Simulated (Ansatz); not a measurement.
`[F][Al]([Cl])[Br]` + `N=C=O` → `O=C=[N][Al]([F])[Cl]` + HBr at 600 K and 1 bar (ligand exchange at the Al–Br bond).

Computed with Ansatz on PBE0-D4/def2-TZVP structures; ΔE is electronic, products minus reactants. CCSD(T)/CBS is the MP2 limit (def2-TZVPP, def2-QZVPP) plus CCSD(T) − MP2 in def2-TZVPP, frozen cores. This one scheme is used for every species. For Br outer-core shells are correlated without core-valence functions, which leaves a few kJ/mol of doubt a bond. Scalar relativity is left out up to krypton. Each species was taken in one conformer, which may not be the lowest.

| species | CCSD(T)/CBS energy (Eh) | H − E (kJ/mol) | S (J/(mol·K)) |
| --- | --- | --- | --- |
| `[F][Al]([Cl])[Br]` | -3375.12363 | 53.0 | 380.5 |
| `N=C=O` | -168.51995 | 83.3 | 274.5 |
| `O=C=[N][Al]([F])[Cl]` | -969.71777 | 99.5 | 435.3 |
| HBr | -2573.91920 | 33.5 | 219.1 |

H − E and S are ideal-gas, rigid-rotor, harmonic terms from PBE0-D4/def2-TZVP, for one conformer and one mirror image of each species. 1 Eh = 2625.50 kJ/mol, R = 8.31446 J/(mol·K).

Question: By hand: ΔE, ΔH, ΔS and ΔG.

Answer: ΔE = (-969.71777) + (-2573.91920) − (-3375.12363) − (-168.51995) = 0.00661 Eh = 17.4 kJ/mol. Δ(H − E) = 99.5 + 33.5 − 53.0 − 83.3 = -3.3, so ΔH = 14.1 kJ/mol. ΔS = 435.3 + 219.1 − 380.5 − 274.5 = -0.6 J/(mol·K). ΔG = 14.1 − 600 × (-0.6)/1000 = 14.5 kJ/mol.

Question: By hand: the equilibrium constant, and the temperature at which ΔG would vanish if ΔH and ΔS stayed fixed.

Answer: log₁₀ K = −ΔG/(RT ln 10) = -1.3. ΔH and −TΔS have one sign here, so there is no such temperature.

The number of gas molecules stays the same, so ΔS is small and ΔH decides. A doubt of 5 kJ/mol in ΔE shifts log₁₀ K by 0.4 here. Other conformers and mirror images would add mixing entropy, several J/(mol·K) or more a flexible species. Modes under 60 cm⁻¹, often nearly free rotors, make the harmonic entropy too high. These are equilibria of isolated gas molecules and say nothing of rates. Largest T1 diagnostic: 0.018 (customary marks: 0.02 for closed shells, 0.045 for open ones).

ΔS is within the doubt of such terms, so its sign, and with it that verdict, could turn.
